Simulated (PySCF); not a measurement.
C2H4N2OSi, SMILES N1[SiH](O)N=CC=1.

Geometry: B3LYP-D3(BJ)/def2-SVP. The structure was generated by enumeration, and PubChem lists no compound with its InChIKey, so it may never have been made. One conformer was computed; it need not be the lowest.

Calculation: TDDFT-M06-2X/def2-SVPD (PySCF).

Vertical excitations. Gas-phase values at a fixed geometry. State labels are in the subgroup Cs.

| state | symmetry | energy (eV) | λ (nm) | f | main pairs |
|---|---|---|---|---|---|
| S1 | A' | 3.47 | 358 | 0.001 | HOMO→LUMO 94 % |
| S2 | A" | 3.57 | 347 | 0.000 | HOMO−1→LUMO 93 % |
| S3 | A" | 5.76 | 215 | 0.026 | HOMO−2→LUMO 97 % |
| S4 | A" | 6.84 | 181 | 0.008 | HOMO−4→LUMO 65 %, HOMO−6→LUMO 20 % |
| S5 | A' | 6.98 | 178 | 0.029 | HOMO−3→LUMO 78 %, HOMO−5→LUMO 12 % |
| S6 | A" | 7.11 | 174 | 0.002 | HOMO→LUMO+3 76 % |
| S7 | A' | 7.27 | 171 | 0.002 | HOMO−1→LUMO+3 62 %, HOMO→LUMO+1 20 % |
| S8 | A' | 7.46 | 166 | 0.005 | HOMO→LUMO+1 57 %, HOMO→LUMO+2 19 %, HOMO−1→LUMO+3 14 % |
| S9 | A" | 7.68 | 161 | 0.031 | HOMO−1→LUMO+1 82 % |
| S10 | A' | 7.86 | 158 | 0.027 | HOMO→LUMO+2 70 %, HOMO→LUMO+1 14 % |
| T1 | A' | 3.06 | 406 | 0 | HOMO→LUMO 92 % |
| T2 | A" | 3.18 | 389 | 0 | HOMO−1→LUMO 90 % |
| T3 | A" | 4.01 | 310 | 0 | HOMO−2→LUMO 93 % |
| T4 | A' | 5.65 | 219 | 0 | HOMO−3→LUMO 37 %, HOMO−5→LUMO 22 %, HOMO−7→LUMO 15 %, HOMO−2→LUMO+3 14 % |
Triplets are in the Tamm–Dancoff approximation, which puts them higher than full response would, so one can lie above its singlet here.
